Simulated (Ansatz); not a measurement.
**A geometry optimisation of CH3Cl3Sn with PBE0-D3(BJ)/def2-SVP**

The starting geometry of this gas-phase singlet is a saddle point at PBE0-D3(BJ)/def2-SVP, pushed by 0.25 Å along its imaginary mode; its bonds are those of `[CH3][Sn]([Cl])([Cl])[Cl]`.

```xyz
8

C    -2.5195    0.4557    1.0557
Cl    0.4046    0.5277   -1.2211
Cl    0.4566   -1.5670    1.8901
Cl   -1.7470   -2.5362   -0.9737
Sn   -0.9406   -0.7050    0.2385
H    -2.0666    1.1493    1.8222
H    -2.9822    1.0486    0.2125
H    -3.2638   -0.2424    1.5230
```

Question: Predict what it relaxes into with PBE0-D3(BJ)/def2-SVP.

Answer: It keeps its bonds, and is `[CH3][Sn]([Cl])([Cl])[Cl]`.

The energy falls by 0.05 eV over 36 steps:

```csv
step,E − E(last) (eV)
1,0.049
5,0.003
9,0.003
13,0.002
17,0.001
20,0.001
24,0.000
28,0.000
32,0.000
36,0.000
```

Final geometry (Å):

```xyz
8

C    -2.5164    0.4612    1.0537
Cl    0.2127    0.4302   -1.4428
Cl    0.6310   -1.3096    1.8534
Cl   -1.7304   -2.6933   -0.7107
Sn   -0.9424   -0.7097    0.2359
H    -2.3055    0.6255    2.1182
H    -2.5507    1.4163    0.5138
H    -3.4570   -0.0898    0.9259
```

Frequencies at the end are all real (lowest 36 cm⁻¹). Atoms past krypton carry core potentials, without spin–orbit terms. Run with Ansatz 0.2.0, 2.1 min on 2 threads of Arm Neoverse V1, on a shared host.
